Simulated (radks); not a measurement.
These are the eigenvalues of the occupied orbitals of an atom or ion with whole-number occupations (eV). Calculated with a radial shooting solver on a logarithmic mesh with Libxc functionals: Dirac Kohn-Sham, PBE, spin-unpolarised, spherical densities, finite nucleus; Fermi nuclear charge, rms radius of each element as measured or else 0.836 A^(1/3) + 0.57 fm.

1s1/2: -55423.38
2s1/2: -9265.402
2p1/2: -8819.454
2p3/2: -7962.539
3s1/2: -2069.147
3p1/2: -1873.831
3p3/2: -1694.849
3d3/2: -1359.694
3d5/2: -1320.588
4s1/2: -408.5954
4p1/2: -331.0107
4p3/2: -290.8821
4d3/2: -163.1091
4d5/2: -155.8291
5s1/2: -50.2447
5p1/2: -29.4037
5p3/2: -24.4052
6s1/2: -3.7887
4f5/2: -3.6023
4f7/2: -2.6282

Which element is it, and in what charge state? The configuration may be excited. Open shells, if any, fill j = l - 1/2 first.

Answer. Z = 67, holmium, charge 0: Ho in [Xe] 4f11 6s2. The list shows which subshells hold electrons but not how many an open one holds; the 1s level, -2036.8 hartree, gives Z - s = 63.8 by -(Z - s)^2/2, which with screening and relativity narrows Z to a few neighbours, and the depths of the outer levels then fix element, charge and occupations together.
